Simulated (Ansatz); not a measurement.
Start from `[NH2][Ta]([NH2])(=[S])[Cl]` and change one element to get `[NH2][Ta]([NH2])(=[O])[Cl]`.

Ansatz, PBE0-D4/def2-TZVP geometries, multiplicity 1. Each molecule was computed in one conformer, which needn't be the lowest.

Elements past krypton have def2 core potentials.

| property | `[NH2][Ta]([NH2])(=[S])[Cl]` |
| --- | --- |
| ideal-gas entropy at 298 K and 1 bar (rigid rotor, harmonic PBE0-D4/def2-TZVP) / J/(mol·K) | 385 |
| HOMO–LUMO gap (PBE/def2-TZVPP) / eV | 4.10 |
| LUMO energy (PBE0/def2-TZVPP) / eV | -1.46 |
| LUMO energy (PBE/def2-TZVPP) / eV | -2.24 |
| size of the dipole moment (ωB97M-V/def2-TZVPP) / D | 4.51 |
| HOMO–LUMO gap (ωB97M-V/def2-TZVPP) / eV | 10.20 |

Problem. Give the same properties after the change, and the shifts. (Estimate.)

Solution. The calculation gave: 
```csv
property,`[NH2][Ta]([NH2])(=[O])[Cl]`,shift
"ideal-gas entropy at 298 K and 1 bar (rigid rotor, harmonic PBE0-D4/def2-TZVP) / J/(mol·K)",372,-13
HOMO–LUMO gap (PBE/def2-TZVPP) / eV,4.78,0.68
LUMO energy (PBE0/def2-TZVPP) / eV,-0.87,0.59
LUMO energy (PBE/def2-TZVPP) / eV,-1.71,0.53
size of the dipole moment (ωB97M-V/def2-TZVPP) / D,4.35,-0.16
HOMO–LUMO gap (ωB97M-V/def2-TZVPP) / eV,11.16,0.96
```

With PBE0 the HOMO falls by 0.39 eV and the LUMO rises by 0.59 eV, so the gap widens by about 0.98 eV. PBE moves the HOMO by -0.15 eV and ωB97M-V by -0.57 eV. Dipoles are sizes alone; their direction can turn.
